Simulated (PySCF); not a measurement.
Several molecules and their computed UV-vis stick spectra, shuffled. Computed with TDDFT B3LYP/def2-SVPD, vertical, gas phase, core orbitals frozen in the response, def2 core potentials past Kr in PySCF 2.14.0, density-fitted response routines. Geometries: PBE0-D3(BJ)/def2-SVP; one conformer of each isolated species. Triplets are in the Tamm–Dancoff approximation. Atoms past krypton carry core potentials; spin–orbit coupling is left out.

A. Ta(NMe)F3, `C[N]=[Ta]([F])([F])[F]`
B. 1,1-dimethoxypropane, `CCC(OC)OC`
C. InH2(iBu), `CC(C)[CH2][InH2]`

Lowest singlet levels (six at most, fewer where fewer were computed) with oscillator strengths:

1. 6.82 eV (f 0.019); 7.26 eV (f 0.015); 7.40 eV (f 0.003); 7.45 eV (f 0.000); 7.75 eV (f 0.027); 7.80 eV (f 0.028)
2. 4.91 eV (f 0.000); 5.12 eV (f 0.004 summed over 2 states); 5.33 eV (f 0.025); 5.69 eV (f 0.026 summed over 2 states); 6.32 eV (f 0.001 summed over 2 states); 6.35 eV (f 0.000) [of 10 roots; the last level is left out, as the window may have cut its degenerate partner]; T1 4.46 eV
3. 4.04 eV (f 0.000); 4.68 eV (f 0.000); 6.25 eV (f 0.004); 6.42 eV (f 0.171); 6.54 eV (f 0.075); 6.57 eV (f 0.000); T1 3.78 eV

**Question.** Match each spectrum to its molecule.

**Answer.** 1 = B, 2 = A, 3 = C.
- A: S1 at 4.91 eV, HOMO-1/HOMO→LUMO/LUMO+1 (≥96%); for S1 the Löwdin share of tantalum is 21% in HOMO and 65% in LUMO; HOMO -7.76 and LUMO -1.34 eV; point group C3, 2 of its 9 listed states under f = 0.0005.
- B: S1 at 6.82 eV, HOMO→LUMO (96%); Löwdin shares by element: HOMO oxygen 59%, carbon 16% or more (atoms not listed hold the other 25%); LUMO carbon 28% or more, hydrogen 16% or more (atoms not listed hold the other 56%); HOMO -7.30 and LUMO 0.43 eV.
- C: S1 at 4.04 eV, HOMO→LUMO (100%); Löwdin shares by element: HOMO carbon 45% or more, indium 23%, hydrogen 8% or more (atoms not listed hold the other 24%); LUMO indium 64%, hydrogen 15% or more, carbon 6% or more; HOMO -6.89 and LUMO -1.82 eV.

A slash joins orbitals within 0.01 eV of each other, whose weights are summed (≥ marks a lower bound).
